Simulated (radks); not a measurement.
Question: Pm3+, configuration [Xe] 4f4. All-electron calculation, scalar-relativistic Kohn-Sham, PBE, spin-unpolarised, spherical densities, finite nucleus; Fermi nuclear charge, rms radius 4.962 fm. Program: a radial shooting solver on a logarithmic mesh with Libxc functionals. Some entries of the table are withheld. Estimate them.

orbital  occ.  eigenvalue (hartree)  r(max) (bohr)
1s          2             -1655.495        0.01479
2s          2             -270.1287        0.08380
2p          6             -241.3670        0.06762
3s          2             -59.82525         0.2386
3p          6             -50.79254         0.2338
3d         10             -38.40736         0.1918
4s          2             -12.81225         0.5517
4p          6              -9.84250         0.5756
4d         10              -5.64486         0.6014
5s          2                   (1)          1.274
5p          6                   (2)          1.432
4f          4              -1.16330         0.6264

Answer: 
(1) 5s eigenvalue (hartree): -2.54549
(2) 5p eigenvalue (hartree): -1.80222
